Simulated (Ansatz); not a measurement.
A made-up structure of CH$_{4}$SeSi, closed shell:

| atom | x (Å) | y (Å) | z (Å) |
| --- | --- | --- | --- |
| C1 | -0.5795 | 0.6806 | -0.8545 |
| Si2 | -0.1071 | 0.1681 | 0.6907 |
| Se3 | 1.2759 | -1.5349 | 1.1852 |
| H4 | -0.2448 | 0.2162 | -1.7732 |
| H5 | -1.2563 | 1.5214 | -0.9571 |
| H6 | -0.5643 | 0.8025 | 1.9439 |
| H7 | -0.1182 | 1.5300 | -0.4193 |

It is relaxed with PBE-D4/def2-SVP and then PBE0-D4/def2-TZVP (Ansatz 0.2.0). Atoms count as bonded within 1.22 times the sum of their covalent radii (H–H: 0.88 Å). The end point is not checked to be a true minimum.

Task: Does its bonding change? (Judge from chemistry; the calculation decides.)

Result: The calculation gives: No: no bond forms or breaks.

Where it ends: The first stage lowers the energy by 2.26 eV in 7 steps. It ends as CH₄SeSi ([CH3][SiH][Se]):
| atom | x (Å) | y (Å) | z (Å) |
| --- | --- | --- | --- |
| C1 | -0.4330 | 0.8980 | -0.7799 |
| Si2 | -0.0287 | 0.0715 | 0.8301 |
| Se3 | 0.9888 | -1.7166 | 1.1060 |
| H4 | -0.0621 | 0.3193 | -1.6253 |
| H5 | -1.5169 | 1.0213 | -0.8701 |
| H6 | -0.5511 | 0.8911 | 1.9570 |
| H7 | 0.0086 | 1.8994 | -0.8021 |

Labels in which every atom is bracketed show which atoms are joined, not bond orders.

For scale, one of the runs: PBE0-D4/def2-TZVP relaxation, 140 basis functions, launched by `ansatz run in.yaml --threads 2 --pin off --events-out ev --progress --plain --max-ram 4352MiB`. The run took about 29 s on 2 CPU threads of an Arm Neoverse V2 (shared host).
